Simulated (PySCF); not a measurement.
trans-1,3-butadiene (C$_{4}$H$_{6}$), singlet, geometry from GFN2-xTB; PySCF with B3LYP/def2-SVP.

The PySCF input:
```python
from pyscf import gto, scf, dft

mol = gto.Mole()
mol.atom = '''
    C     0.60098404    1.72988493    0.00660394
    C     0.60182532    0.40139553    0.00497869
    C    -0.60182532   -0.40139553   -0.00497869
    C    -0.60098404   -1.72988493   -0.00660394
    H     1.51231978    2.30275383    0.01410017
    H    -0.31829171    2.29293121    0.00044354
    H     1.53714210   -0.14365640    0.01128075
    H    -1.53714210    0.14365640   -0.01128075
    H     0.31829171   -2.29293121   -0.00044354
    H    -1.51231978   -2.30275383   -0.01410017
'''
mol.basis = 'def2-svp'
mol.verbose = 4
mol.symmetry = True
mol.symmetry_subgroup = 'Cs'
mol.build()

mf = dft.RKS(mol)
mf.xc = 'b3lyp'
mf.kernel()
mf.analyze()
```

**Question.** What does PySCF print? Leave out banner, timings and long lists.

**Answer.** 
```
PySCF version 2.14.0

[INPUT] verbose = 4
[INPUT] num. atoms = 10
[INPUT] num. electrons = 30
[INPUT] charge = 0
[INPUT] spin (= nelec alpha-beta = 2S) = 0
[INPUT] symmetry True subgroup Cs
[INPUT] Mole.unit = angstrom
[INPUT] Symbol           X                Y                Z      unit          X                Y                Z       unit  Magmom
[...]
nuclear repulsion = 104.503204342562
point group symmetry = C2h, use subgroup Cs
symmetry origin: [ 2.96059473e-17 -2.96059473e-17  4.62592927e-19]
symmetry axis x: [ 0.92372224 -0.38300925  0.00641464]
symmetry axis y: [-0.38299044 -0.92374369 -0.00398909]
symmetry axis z: [-0.00745334 -0.00122806  0.99997147]
num. orbitals of irrep A' = 64
num. orbitals of irrep A" = 22
number of shells = 42
number of NR pGTOs = 138
number of NR cGTOs = 86
basis = def2-svp
ecp = {}

******** <class 'pyscf.dft.rks_symm.SymAdaptedRKS'> ********
method = SymAdaptedRKS
initial guess = minao
damping factor = 0
level_shift factor = 0
DIIS = <class 'pyscf.scf.diis.CDIIS'>
diis_start_cycle = 1
diis_space = 8
diis_damp = 0
SCF conv_tol = 1e-09
SCF conv_tol_grad = None
SCF max_cycles = 50
direct_scf = True
direct_scf_tol = 1e-13
XC library pyscf.dft.libxc version 7.1.2
    S. Lehtola, C. Steigemann, M. J. T. Oliveira, and M. A. L. Marques,  SoftwareX 7, 1–5 (2018)
XC functionals = b3lyp
    P. J. Stephens, F. J. Devlin, C. F. Chabalowski, and M. J. Frisch,  J. Phys. Chem. 98, 11623 (1994)
radial grids:
    Treutler-Ahlrichs [JCP 102, 346 (1995); DOI:10.1063/1.469408] (M4) radial grids

becke partition: Becke, JCP 88, 2547 (1988); DOI:10.1063/1.454033
pruning grids: <function nwchem_prune>
grids dens level: 3
symmetrized grids: True
atomic radii adjust function: <function treutler_atomic_radii_adjust>
small_rho_cutoff = 0
Freeze 0 electrons in irreps []
    30 free electrons in irreps A' A"
Set gradient conv threshold to 3.16228e-05
Initial guess from minao.
tot grids = 115320
init E= -156.164931359633
HOMO (A") = -0.290242576409781  LUMO (A") = -0.118265780295712  gap/eV = 4.67973
cycle= 1 E= -155.847271508887  delta_E= 0.318  |g|= 0.327  |ddm|= 3.25
HOMO (A") = -0.181986470076344  LUMO (A") = 0.0202798411588279  gap/eV = 5.50395
cycle= 2 E= -155.848982467941  delta_E= -0.00171  |g|= 0.326  |ddm|= 0.73
HOMO (A") = -0.239364724379302  LUMO (A") = -0.0315254496607222  gap/eV = 5.65559
cycle= 3 E= -155.879501451675  delta_E= -0.0305  |g|= 0.0216  |ddm|= 0.377
HOMO (A") = -0.23913728310639  LUMO (A") = -0.0306945392975346  gap/eV = 5.67202
cycle= 4 E= -155.879441262028  delta_E= 6.02e-05  |g|= 0.0266  |ddm|= 0.043
HOMO (A") = -0.239166423944983  LUMO (A") = -0.0307813639558625  gap/eV = 5.67045
cycle= 5 E= -155.879627123063  delta_E= -0.000186  |g|= 0.00147  |ddm|= 0.0236
HOMO (A") = -0.23918555836321  LUMO (A") = -0.0308229531218185  gap/eV = 5.66984
cycle= 6 E= -155.879627647863  delta_E= -5.25e-07  |g|= 0.000106  |ddm|= 0.00198
HOMO (A") = -0.239182845470995  LUMO (A") = -0.030814022306616  gap/eV = 5.67000
cycle= 7 E= -155.879627651683  delta_E= -3.82e-09  |g|= 1.77e-05  |ddm|= 0.000199
HOMO (A") = -0.239182060968661  LUMO (A") = -0.0308121746781209  gap/eV = 5.67003
cycle= 8 E= -155.879627651801  delta_E= -1.18e-10  |g|= 8.85e-07  |ddm|= 3.11e-05
HOMO (A") = -0.239182018739353  LUMO (A") = -0.0308120001138916  gap/eV = 5.67004
Extra cycle  E= -155.879627651801  delta_E= 1.14e-13  |g|= 3.36e-07  |ddm|= 2.61e-06
converged SCF energy = -155.879627651801
**** SCF Summaries ****
Total Energy =                        -155.879627651800547
Nuclear Repulsion Energy =             104.503204342562398
One-electron Energy =                 -414.690804597408942
Two-electron Energy =                  154.307972603045982
Two-electron Coulomb Energy =          178.199706709717390
DFT Exchange-Correlation Energy =      -23.891734106671422
HOMO-LUMO gap [eV] =                     5.670037011812024
Wave-function symmetry = A'
occupancy for each irrep:     A'   A"
                              13    2
**** MO energy ****
[...]
 ** Mulliken pop on meta-lowdin orthogonal AOs  **
 ** Mulliken pop  **
 ** Mulliken atomic charges  **
charge of    0C =     -0.22126
charge of    1C =     -0.08020
charge of    2C =     -0.08020
charge of    3C =     -0.22126
charge of    4H =      0.10523
charge of    5H =      0.09930
charge of    6H =      0.09692
charge of    7H =      0.09692
charge of    8H =      0.09930
charge of    9H =      0.10523
Dipole moment(X, Y, Z, Debye): -0.00000, -0.00000, -0.00000
```
